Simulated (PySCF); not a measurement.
**Computed vibrations of [Lu(H2O)9]3+**

[Lu(H2O)9]3+ (singlet in the valence; each metal's 4f electrons, 14 of them, lie in its core potential, out of spins and levels). PySCF 2.14.0, RKS PBE0, Lu lcecp-1-SVP with ECP60, O def2-SVP, H def2-SVP; non-relativistic Hamiltonian with scalar-relativistic core potentials where named; density fitting; no spin-orbit coupling. Central differences of gradients.

```xyz
28

Lu    0.0000    0.0000    0.0000
O     1.7051    0.0000    1.7696
H     1.6547    0.0000    2.7375
H     2.6575    0.0000    1.5843
O    -0.8526    1.4766    1.7696
H    -0.8274    1.4330    2.7375
H    -1.3288    2.3015    1.5843
O    -0.8525   -1.4767    1.7696
H    -0.8273   -1.4330    2.7375
H    -1.3287   -2.3015    1.5843
O     1.7051    0.0000   -1.7696
H     2.6575    0.0000   -1.5843
H     1.6547    0.0000   -2.7375
O    -0.8526    1.4766   -1.7696
H    -1.3288    2.3015   -1.5843
H    -0.8274    1.4330   -2.7375
O    -0.8525   -1.4767   -1.7696
H    -1.3287   -2.3015   -1.5843
H    -0.8273   -1.4330   -2.7375
O     1.1884    2.0584    0.0000
H     1.4782    2.5604    0.7764
H     1.4782    2.5604   -0.7764
O    -2.3768    0.0000    0.0000
H    -2.9564   -0.0001    0.7764
H    -2.9564   -0.0001   -0.7764
O     1.1884   -2.0584    0.0000
H     1.4783   -2.5603    0.7764
H     1.4783   -2.5603   -0.7764
```

Run from Python with OMP_NUM_THREADS=4. Where DIIS fails, smearing, a level shift and second-order steps follow.
It took 16 min on 4 threads of Intel(R) Xeon(R) Platinum 8259CL CPU @ 2.50GHz (Skylake/Cascade Lake) (shared host).

Task: What are the harmonic wavenumbers and infrared intensities?

Result: Modes are labelled in D3h; negative numbers are unstable modes, those under 60 cm⁻¹ near the noise; a finer grid moves soft modes by up to 10 cm⁻¹.
```json
{"cm⁻¹": "-342", "km/mol": "–", "symmetry": "a1''"}
{"cm⁻¹": "-322", "km/mol": "–", "symmetry": "a2'"}
{"cm⁻¹": "-194", "km/mol": "–", "symmetry": "e''"}
{"cm⁻¹": "-194", "km/mol": "–", "symmetry": "e''"}
{"cm⁻¹": "-124", "km/mol": "–", "symmetry": "e'"}
{"cm⁻¹": "-124", "km/mol": "–", "symmetry": "e'"}
{"cm⁻¹": "-87", "km/mol": "–", "symmetry": "a1''"}
{"cm⁻¹": "92", "km/mol": "1.1", "symmetry": "e'"}
{"cm⁻¹": "92", "km/mol": "1.1", "symmetry": "e'"}
{"cm⁻¹": "126", "km/mol": "0.0", "symmetry": "e''"}
{"cm⁻¹": "126", "km/mol": "0.0", "symmetry": "e''"}
{"cm⁻¹": "141", "km/mol": "5.2", "symmetry": "a2''"}
{"cm⁻¹": "150", "km/mol": "2.4", "symmetry": "e'"}
{"cm⁻¹": "150", "km/mol": "2.4", "symmetry": "e'"}
{"cm⁻¹": "162", "km/mol": "0.0", "symmetry": "a1'"}
{"cm⁻¹": "174", "km/mol": "0.0", "symmetry": "e''"}
{"cm⁻¹": "174", "km/mol": "0.0", "symmetry": "e''"}
{"cm⁻¹": "177", "km/mol": "0.0", "symmetry": "a2'"}
{"cm⁻¹": "186", "km/mol": "0.0", "symmetry": "a1''"}
{"cm⁻¹": "186", "km/mol": "7.7", "symmetry": "e'"}
{"cm⁻¹": "186", "km/mol": "7.7", "symmetry": "e'"}
{"cm⁻¹": "192", "km/mol": "0.0", "symmetry": "a2'"}
{"cm⁻¹": "195", "km/mol": "0.1", "symmetry": "a2''"}
{"cm⁻¹": "216", "km/mol": "0.5", "symmetry": "e'"}
{"cm⁻¹": "216", "km/mol": "0.5", "symmetry": "e'"}
{"cm⁻¹": "221", "km/mol": "0.0", "symmetry": "e''"}
{"cm⁻¹": "221", "km/mol": "0.0", "symmetry": "e''"}
{"cm⁻¹": "227", "km/mol": "0.0", "symmetry": "a1'"}
{"cm⁻¹": "264", "km/mol": "6.1", "symmetry": "a2''"}
{"cm⁻¹": "266", "km/mol": "73.7", "symmetry": "e'"}
{"cm⁻¹": "266", "km/mol": "73.7", "symmetry": "e'"}
{"cm⁻¹": "318", "km/mol": "0.0", "symmetry": "a1'"}
{"cm⁻¹": "338", "km/mol": "0.0", "symmetry": "e''"}
{"cm⁻¹": "338", "km/mol": "0.0", "symmetry": "e''"}
{"cm⁻¹": "388", "km/mol": "0.0", "symmetry": "e''"}
{"cm⁻¹": "388", "km/mol": "0.0", "symmetry": "e''"}
{"cm⁻¹": "415", "km/mol": "598.8", "symmetry": "e'"}
{"cm⁻¹": "415", "km/mol": "598.8", "symmetry": "e'"}
{"cm⁻¹": "474", "km/mol": "0.0", "symmetry": "a1''"}
{"cm⁻¹": "476", "km/mol": "0.0", "symmetry": "e''"}
{"cm⁻¹": "476", "km/mol": "0.0", "symmetry": "e''"}
{"cm⁻¹": "505", "km/mol": "697.0", "symmetry": "e'"}
{"cm⁻¹": "505", "km/mol": "697.0", "symmetry": "e'"}
{"cm⁻¹": "535", "km/mol": "38.2", "symmetry": "a2''"}
{"cm⁻¹": "540", "km/mol": "0.0", "symmetry": "a2'"}
{"cm⁻¹": "552", "km/mol": "61.2", "symmetry": "e'"}
{"cm⁻¹": "552", "km/mol": "61.2", "symmetry": "e'"}
{"cm⁻¹": "558", "km/mol": "0.0", "symmetry": "e''"}
{"cm⁻¹": "558", "km/mol": "0.0", "symmetry": "e''"}
{"cm⁻¹": "577", "km/mol": "465.6", "symmetry": "a2''"}
{"cm⁻¹": "595", "km/mol": "0.0", "symmetry": "a1'"}
{"cm⁻¹": "1630", "km/mol": "161.5", "symmetry": "e'"}
{"cm⁻¹": "1630", "km/mol": "161.5", "symmetry": "e'"}
{"cm⁻¹": "1634", "km/mol": "0.0", "symmetry": "a1'"}
{"cm⁻¹": "1664", "km/mol": "0.0", "symmetry": "e''"}
{"cm⁻¹": "1664", "km/mol": "0.0", "symmetry": "e''"}
{"cm⁻¹": "1676", "km/mol": "182.2", "symmetry": "e'"}
{"cm⁻¹": "1676", "km/mol": "182.2", "symmetry": "e'"}
{"cm⁻¹": "1687", "km/mol": "284.6", "symmetry": "a2''"}
{"cm⁻¹": "1703", "km/mol": "0.0", "symmetry": "a1'"}
{"cm⁻¹": "3798", "km/mol": "0.0", "symmetry": "e''"}
{"cm⁻¹": "3798", "km/mol": "0.0", "symmetry": "e''"}
{"cm⁻¹": "3801", "km/mol": "205.3", "symmetry": "e'"}
{"cm⁻¹": "3801", "km/mol": "205.3", "symmetry": "e'"}
{"cm⁻¹": "3804", "km/mol": "288.8", "symmetry": "a2''"}
{"cm⁻¹": "3805", "km/mol": "0.0", "symmetry": "a1'"}
{"cm⁻¹": "3807", "km/mol": "382.4", "symmetry": "e'"}
{"cm⁻¹": "3807", "km/mol": "382.4", "symmetry": "e'"}
{"cm⁻¹": "3817", "km/mol": "0.0", "symmetry": "a1'"}
{"cm⁻¹": "3865", "km/mol": "0.0", "symmetry": "e''"}
{"cm⁻¹": "3865", "km/mol": "0.0", "symmetry": "e''"}
{"cm⁻¹": "3869", "km/mol": "224.2", "symmetry": "e'"}
{"cm⁻¹": "3869", "km/mol": "224.2", "symmetry": "e'"}
{"cm⁻¹": "3872", "km/mol": "713.4", "symmetry": "a2''"}
{"cm⁻¹": "3875", "km/mol": "0.0", "symmetry": "a1'"}
{"cm⁻¹": "3889", "km/mol": "0.0", "symmetry": "e''"}
{"cm⁻¹": "3889", "km/mol": "0.0", "symmetry": "e''"}
{"cm⁻¹": "3890", "km/mol": "765.2", "symmetry": "a2''"}
```

Task: Is this a minimum?

Result: No: 7 unstable; the lowest moves the atoms so:
```
Lu   0.00  0.00  0.00
O    0.00  0.00  0.00
H    0.00  0.30  0.00
H    0.00 -0.25  0.00
O    0.00  0.00  0.00
H   -0.26 -0.15  0.00
H    0.22  0.12  0.00
O    0.00  0.00  0.00
H    0.26 -0.15  0.00
H   -0.22  0.12  0.00
O    0.00  0.00  0.00
H    0.00  0.25  0.00
H    0.00 -0.30  0.00
O    0.00  0.00  0.00
H   -0.22 -0.12  0.00
H    0.26  0.15  0.00
O    0.00  0.00  0.00
H    0.22 -0.12  0.00
H   -0.26  0.15  0.00
O    0.00  0.00  0.00
H    0.11 -0.06  0.00
H   -0.11  0.06  0.00
O    0.00  0.00  0.00
H    0.00  0.13  0.00
H    0.00 -0.13  0.00
O    0.00  0.00  0.00
H   -0.11 -0.06  0.00
H    0.11  0.06  0.00
```

An lcecp potential fixes the number of 4f electrons, so in runs with it no electron can move into or out of that shell.
